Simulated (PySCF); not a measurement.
HBrSSi, singlet, at a GFN2-xTB geometry. Base run: DF-PBE0/def2-SVPD run with PySCF.

Input for PySCF:
```python
from pyscf import gto, scf, dft

mol = gto.Mole()
mol.atom = '''
    Si   -0.348153    0.375866    1.114868
    Br    1.072664   -0.634381   -0.317597
    S    -1.874184    0.964996   -0.317585
    H    -2.682161    1.501288    0.589125
'''
mol.basis = 'def2-svpd'
mol.charge = 0
mol.spin = 0
mol.verbose = 4
mol.max_memory = 1800
mol.build()

mf = dft.RKS(mol)
mf.xc = 'pbe0'
mf = mf.density_fit(auxbasis='def2-universal-jkfit')
mf.kernel()
```

All variants below ran on the same shared machine, one core each. Differences are taken from the largest basis of the diffuse def2 family in the series, which isn't the basis-set limit (def2-QZVPPD: -3262.028693 Eh). The cheapest run took about 9 core-seconds (a rough figure).

```tsv
setting	basis functions	cost, times the cheapest (rough)	difference in total energy (mEh)
def2-SVPD	100	1	616.16
def2-TZVPD	155	2	73.64
def2-TZVPPD	173	2	73.05
def2-QZVPPD	286	3	reference
```

Times come from a shared machine, hold the start-up and are rough. Total energies converge more slowly with the basis than energy differences do.
